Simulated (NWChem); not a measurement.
# CH3Be cation; SMILES [Be+][CH3]

Computed with NWChem. The level has its own optimisation; frequencies are unscaled.

Task: What does the run give for Hartree-Fock/STO-3G? Quantities: r Be–C (Å); r C–H (Å); highest harmonic frequency (cm⁻¹); lowest (cm⁻¹); zero-point energy (kcal/mol).

Result: 
```yaml
r Be–C (Å): 1.698
r C–H (Å): 1.090
highest harmonic frequency (cm⁻¹): 3690
lowest (cm⁻¹): 904
zero-point energy (kcal/mol): 26.5
```
